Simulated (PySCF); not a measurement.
Isomers of C3H13N3Si3, mass 175.042 u with the commonest isotopes. Computed with PBE0/pcSseg-1 in PySCF (dipole) on a GFN2-xTB geometry, gas phase. One conformer each, none proved a minimum here; rigid rotors.

Question: Order these by out-of-plane moment Σ m c² = (Ia + Ib − Ic)/2, smallest first.
A. `[CH2:1]1[CH2:2][CH:3]1[N:4]1[SiH2:5][NH:6][SiH2:7][NH:8][SiH2:9]1` with C2–C3–N4–Si5 -16°, C1–C2–C3–N4 111°, C3–N4–Si5–N6 -158°, N4–Si5–N6–Si7 -39°, Si5–N6–Si7–N8 19°
B. `[CH3:1][NH:2][Si@H:3]([CH2:4][SiH2:5][C:6]#[N:7])[SiH2:8][NH2:9]` with C1–N2–Si3–C4 179°, N2–Si3–C4–Si5 43°, Si3–C4–Si5–C6 -71°, N2–Si3–Si8–N9 -167°, Si3–Si8–N9–H -65° and 71°
C. `[CH2:1]1[CH2:2][CH:3]1[SiH:4]1[NH:5][SiH2:6][NH:7][SiH2:8][NH:9]1` with C2–C3–Si4–N5 -20°, C1–C2–C3–Si4 108°, C3–Si4–N5–Si6 150°, Si4–N5–Si6–N7 1°, N5–Si6–N7–Si8 -35°

Answer: A (35.60 u·Å²), C (46.58 u·Å²), B (65.26 u·Å²).

Question: Order these by rotational constant A, smallest first.
A. `[CH2:1]1[CH2:2][CH:3]1[N:4]1[SiH2:5][NH:6][SiH2:7][NH:8][SiH2:9]1` with C2–C3–N4–Si5 -16°, C1–C2–C3–N4 111°, C3–N4–Si5–N6 -158°, N4–Si5–N6–Si7 -39°, Si5–N6–Si7–N8 19°
B. `[CH2:1]1[CH2:2][CH:3]1[SiH:4]1[NH:5][SiH2:6][NH:7][SiH2:8][NH:9]1` with C2–C3–Si4–N5 -20°, C1–C2–C3–Si4 108°, C3–Si4–N5–Si6 150°, Si4–N5–Si6–N7 1°, N5–Si6–N7–Si8 -35°
C. `[CH3:1][NH:2][Si@H:3]([CH2:4][SiH2:5][C:6]#[N:7])[SiH2:8][NH2:9]` with C1–N2–Si3–C4 179°, N2–Si3–C4–Si5 43°, Si3–C4–Si5–C6 -71°, N2–Si3–Si8–N9 -167°, Si3–Si8–N9–H -65° and 71°

Answer: C (1441 MHz), B (1820 MHz), A (1967 MHz).

Question: Order these by rotational constant C, smallest first.
A. `[CH2:1]1[CH2:2][CH:3]1[SiH:4]1[NH:5][SiH2:6][NH:7][SiH2:8][NH:9]1` with C2–C3–Si4–N5 -20°, C1–C2–C3–Si4 108°, C3–Si4–N5–Si6 150°, Si4–N5–Si6–N7 1°, N5–Si6–N7–Si8 -35°
B. `[CH2:1]1[CH2:2][CH:3]1[N:4]1[SiH2:5][NH:6][SiH2:7][NH:8][SiH2:9]1` with C2–C3–N4–Si5 -16°, C1–C2–C3–N4 111°, C3–N4–Si5–N6 -158°, N4–Si5–N6–Si7 -39°, Si5–N6–Si7–N8 19°
C. `[CH3:1][NH:2][Si@H:3]([CH2:4][SiH2:5][C:6]#[N:7])[SiH2:8][NH2:9]` with C1–N2–Si3–C4 179°, N2–Si3–C4–Si5 43°, Si3–C4–Si5–C6 -71°, N2–Si3–Si8–N9 -167°, Si3–Si8–N9–H -65° and 71°

Answer: C (415.9 MHz), A (541.3 MHz), B (567.7 MHz).

| SMILES | point group | Ia (u·Å²) | Ib (u·Å²) | Ic (u·Å²) | κ | μa (D) | μb (D) | μc (D) |
| --- | --- | --- | --- | --- | --- | --- | --- | --- |
| CN[Si@H](C[SiH2]C#N)[SiH2]N | C1 | 350.62 | 995.12 | 1215.21 | -0.82 | 2.14 | 2.54 | 1.94 |
| C1CC1N1[SiH2]N[SiH2]N[SiH2]1 | C1 | 256.90 | 704.51 | 890.20 | -0.79 | 0.22 | 0.04 | 0.11 |
| C1CC1[SiH]1N[SiH2]N[SiH2]N1 | C1 | 277.63 | 749.18 | 933.64 | -0.79 | 0.55 | 0.10 | 0.45 |
